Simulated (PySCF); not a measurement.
**Correlation energy of Mg (magnesium, neutral)**

[Ne] 3s1 4s1, 4s spin antiparallel (an excited configuration). All numbers are calculated (PySCF 2.14, scalar relativity by spin-free X2C-1e, in aug-cc-pCVTZ-DK with one added diffuse shell each of s, p, d, f type (9s8p6d4f, 91 functions)). Frozen: 1s2; 10 electrons correlated.

MP2 pair energies summed by pair of shells (mhartree):

```json
{"pair": "2p-2p", "energy": "-183.35", "share (%)": "63.1"}
{"pair": "2s-2p", "energy": "-59.48", "share (%)": "20.5"}
{"pair": "3s-4s", "energy": "-23.84", "share (%)": "8.2"}
{"pair": "2s-2s", "energy": "-9.52", "share (%)": "3.3"}
{"pair": "2p-3s", "energy": "-6.60", "share (%)": "2.3"}
{"pair": "2p-4s", "energy": "-6.60", "share (%)": "2.3"}
{"pair": "2s-3s", "energy": "-0.61", "share (%)": "0.2"}
{"pair": "2s-4s", "energy": "-0.61", "share (%)": "0.2"}
```

Total MP2 correlation energy: -290.61 mhartree.

Same-spin part -71.50 and opposite-spin part -219.12 mhartree; SCS-MP2 scales them by 1/3 and 6/5 to -286.77 mhartree.
